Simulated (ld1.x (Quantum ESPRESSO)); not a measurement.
The numbers below are computed, except where a source is named.
Potentials for boron compared

Generated with ld1.x 7.5 (TM, RRKJ, ultrasoft, PAW), atompaw 4.2 or ONCVPSP 4.0.1. The cutoff is in Ry: for ld1.x and atompaw files where the sum of valence levels is converged to 10 mRy in a Bessel basis, for ONCV files where the hardest occupied wave has 1 mHa per electron of residual kinetic energy. The error is the largest all-electron minus pseudo excitation energy over each file’s own four to seven test configurations (ionisations up to +4, promotions, holes and added fractions of an electron), all of which were solved. The labels leave out finer settings (local radius, basis sizes, second energies), which also bear on the numbers. Spin-polarised tests are not counted. The rows are a selection from randomly drawn settings: files with unsolved tests, undetermined cutoffs or missed reference levels are left out.

| potential | cutoff (Ry) | largest error (meV) | bound ghosts |
| --- | --- | --- | --- |
| TM semilocal, PBE, scalar-relativistic, rc 1.15/2.55/2.00 (spd), local s, core correction no, reference 2s2 2p0.5 | 21 | +113 | none |
| RRKJ, Wu–Cohen, scalar-relativistic, rc 1.55/3.10/2.45 (spd), local s, core correction no, reference 2s2 2p0.5 | 18 | +206 | none |
| TM semilocal, PBE, non-relativistic, rc 1.60/2.60/1.95 (spd), local d, core correction yes, reference 2s2 2p0.5 | 18 | +114 | none |
| ultrasoft, PBE, non-relativistic, rc 1.15/2.45 (sp), local smoothed, core correction no, reference 2s1 2p0 | 21 | +393 | none |
| TM semilocal, PBEsol, scalar-relativistic, rc 1.10/3.35 (sp), local s, core correction no, reference 2s2 2p1 | 21 | +369 | none |
| RRKJ, LDA (PZ), scalar-relativistic, rc 1.70/2.30/2.45 (spd), local p, core correction yes, reference 2s1.5 2p1.5 | 30 | +120 | none |

(1) Fill in the row for B: PAW, PBEsol, scalar-relativistic, rc 1.70/2.30/2.00 (spd), local smoothed, core correction yes, reference 2s2 2p1.

Answers

(1) cutoff 10 Ry, largest error +10 meV, bound ghosts: none.
